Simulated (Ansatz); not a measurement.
`[NH2][Ti]([OH])([F])[F]`, relaxed with RKS PBE0-D4/def2-TZVP in Ansatz 0.2.0 from a PBE-D4/def2-SVP geometry. The force threshold is 0.005 eV/Å; the program also tests the step.

Charge 0, multiplicity 1.

Start:

```xyz
8

N     0.045   -0.609   -1.263
Ti   -0.098    0.511    0.228
O     0.576   -0.376    1.618
F     0.776    2.017   -0.084
F    -1.789    0.959    0.472
H    -0.220   -0.334   -2.215
H     0.448   -1.551   -1.263
H     0.263   -0.617    2.507
```

Question: By how much does the energy fall, and how many steps does the optimiser take? (An estimate is asked.)

Answer: Ansatz gave: 1.86 kJ/mol, in 11 steps.

Question: Which bonds change most? (Estimate.)

Answer: Ansatz gave: O3–H8 from 0.972 to 0.957 Å; N1–H6 from 1.026 to 1.011 Å; N1–H7 from 1.025 to 1.010 Å; Ti2–O3 from 1.782 to 1.772 Å.

Question: Give the relaxed structure. (Best estimate.)

Answer: The calculation gave: 
```xyz
8

N     0.052   -0.601   -1.269
Ti   -0.115    0.506    0.219
O     0.512   -0.409    1.600
F     0.769    2.011   -0.063
F    -1.805    0.967    0.441
H    -0.177   -0.328   -2.215
H     0.405   -1.547   -1.240
H     0.359   -0.598    2.526
```
